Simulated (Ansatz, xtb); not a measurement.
**Ranking isomers of C5H9NO**

4 gas-phase structures of C5H9NO, from a drawn sample of its isomers (lower ones may exist). Each was relaxed with GFN2-xTB; where two conformers were screened, the lower at r2SCAN-D4/def2-SVP//GFN2-xTB is listed:

A. `[H]/N=C(/O)CC(=C)C`, a singlet
B. `C=C(C)/C=C(/N)O`, a singlet
C. `C=C(C)CC(N)=O`, a singlet
D. `C=C(C)/C=C(\N)O`, a singlet

Question: Which do you expect lowest at r2SCAN-D4/def2-SVP//GFN2-xTB, and how would the others follow?

Answer: Calculated order at r2SCAN-D4/def2-SVP//GFN2-xTB: C (0.0), A (14.1), D (21.0), B (23.0) kcal/mol.

Energies above the lowest of each column, in kcal/mol; the last columns are at r2SCAN-D4/def2-SVP geometries:

```csv
structure,GFN2-xTB,HF/STO-3G,r2SCAN-D4/def2-SVP//GFN2-xTB,r2SCAN-D4/def2-SVP,CCSD(T)/def2-SVP + ΔMP2/def2-TZVPP
C,0.0,0.0,0.0,0.0,0.0
A,10.1,6.3,14.1,14.6,10.5
D,17.9,20.2,21.0,21.8,22.0
B,19.2,19.5,23.0,23.0,21.9
```

Every level run on C puts it lowest or level with the lowest. CCSD(T)/def2-SVP + ΔMP2/def2-TZVPP orders those it was run on as C (0.0), A (10.5), B (21.9), D (22.0) kcal/mol. Less than 1 kcal/mol parts B and D, so the order within that pair means little. Flexible structures stand in one conformer each, not always the lowest. The ΔMP2 step shifts differences by up to 3.6 kcal/mol, which makes them less sure. ΔMP2 is the change of the MP2 energy from the smaller to the larger basis.

Over these structures GFN2-xTB departs from r2SCAN-D4/def2-SVP//GFN2-xTB by 1.4 kcal/mol on average once a common shift is removed. A GFN2-xTB relaxation took about 0.28 s and the r2SCAN-D4/def2-SVP//GFN2-xTB energy about 5.4 s on a shared host (Ansatz 0.2.0, xtb 6.7.1).
